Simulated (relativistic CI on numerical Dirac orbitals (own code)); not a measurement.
## Tc⁴⁺: L2,3 absorption edge

Computed with this model: Dirac-Coulomb-Breit CI, orbitals from a KLI potential per configuration, a model potential for QED, multiplet model of core-to-valence dipole absorption, unscaled Slater integrals; configurations [Kr] 4d3 → [He] 2s2 2p5 3s2 3p6 3d10 4s2 4p6 4d4; 300 K; Lorentzian 1.6 eV and Gaussian 0.5 eV FWHM. Energies are those of the free ion, without screening or charge transfer. The branching ratio is the share of the lower-energy edge in the whole absorption, uncertain by about 0.02 where the edges overlap. S is read from ⟨S²⟩ = S(S + 1).

Field parameters in Wybourne normalisation: Oh B⁴₀ = 21Dq, B⁴₄ = √(5/14) B⁴₀. The field is a parameter set, without covalency.

Computed curve for Oh, 10Dq = 7250 cm⁻¹, scaled to 100 at the maximum (points under 2 are left out and the grid is thinned):

```json
{"Energy (eV)": "2677.50", "Intensity": "2.0"}
{"Energy (eV)": "2678.00", "Intensity": "2.3"}
{"Energy (eV)": "2678.50", "Intensity": "2.8"}
{"Energy (eV)": "2678.75", "Intensity": "3.0"}
{"Energy (eV)": "2679.25", "Intensity": "3.6"}
{"Energy (eV)": "2679.75", "Intensity": "4.5"}
{"Energy (eV)": "2680.25", "Intensity": "5.7"}
{"Energy (eV)": "2680.75", "Intensity": "7.5"}
{"Energy (eV)": "2681.00", "Intensity": "8.8"}
{"Energy (eV)": "2681.50", "Intensity": "12.6"}
{"Energy (eV)": "2682.00", "Intensity": "19.2"}
{"Energy (eV)": "2682.50", "Intensity": "29.6"}
{"Energy (eV)": "2683.00", "Intensity": "41.2"}
{"Energy (eV)": "2683.25", "Intensity": "46.3"}
{"Energy (eV)": "2683.75", "Intensity": "58.3"}
{"Energy (eV)": "2684.25", "Intensity": "77.0"}
{"Energy (eV)": "2684.75", "Intensity": "95.1"}
{"Energy (eV)": "2685.25", "Intensity": "99.9"}
{"Energy (eV)": "2685.50", "Intensity": "94.1"}
{"Energy (eV)": "2686.00", "Intensity": "70.1"}
{"Energy (eV)": "2686.50", "Intensity": "45.2"}
{"Energy (eV)": "2687.00", "Intensity": "29.0"}
{"Energy (eV)": "2687.50", "Intensity": "19.6"}
{"Energy (eV)": "2687.75", "Intensity": "16.5"}
{"Energy (eV)": "2688.25", "Intensity": "12.4"}
{"Energy (eV)": "2688.75", "Intensity": "10.1"}
{"Energy (eV)": "2689.25", "Intensity": "8.5"}
{"Energy (eV)": "2689.75", "Intensity": "7.0"}
{"Energy (eV)": "2690.00", "Intensity": "6.3"}
{"Energy (eV)": "2690.50", "Intensity": "5.0"}
{"Energy (eV)": "2691.00", "Intensity": "4.0"}
{"Energy (eV)": "2691.50", "Intensity": "3.1"}
{"Energy (eV)": "2691.75", "Intensity": "2.8"}
{"Energy (eV)": "2692.25", "Intensity": "2.3"}
{"Energy (eV)": "2796.00", "Intensity": "2.0"}
{"Energy (eV)": "2796.50", "Intensity": "2.6"}
{"Energy (eV)": "2797.00", "Intensity": "3.5"}
{"Energy (eV)": "2797.25", "Intensity": "4.2"}
{"Energy (eV)": "2797.75", "Intensity": "6.3"}
{"Energy (eV)": "2798.25", "Intensity": "10.2"}
{"Energy (eV)": "2798.75", "Intensity": "16.7"}
{"Energy (eV)": "2799.25", "Intensity": "22.7"}
{"Energy (eV)": "2799.50", "Intensity": "23.8"}
{"Energy (eV)": "2800.00", "Intensity": "23.0"}
{"Energy (eV)": "2800.50", "Intensity": "24.9"}
{"Energy (eV)": "2801.00", "Intensity": "29.6"}
{"Energy (eV)": "2801.50", "Intensity": "32.3"}
{"Energy (eV)": "2801.75", "Intensity": "31.9"}
{"Energy (eV)": "2802.25", "Intensity": "26.8"}
{"Energy (eV)": "2802.75", "Intensity": "19.3"}
{"Energy (eV)": "2803.25", "Intensity": "12.9"}
{"Energy (eV)": "2803.75", "Intensity": "8.5"}
{"Energy (eV)": "2804.00", "Intensity": "7.0"}
{"Energy (eV)": "2804.50", "Intensity": "4.9"}
{"Energy (eV)": "2805.00", "Intensity": "3.9"}
{"Energy (eV)": "2805.50", "Intensity": "3.6"}
{"Energy (eV)": "2806.00", "Intensity": "3.3"}
{"Energy (eV)": "2806.25", "Intensity": "3.2"}
{"Energy (eV)": "2806.75", "Intensity": "2.7"}
{"Energy (eV)": "2807.25", "Intensity": "2.0"}
```

The ground state has S = 1.50, and the centroid lies at 2718.09 eV.
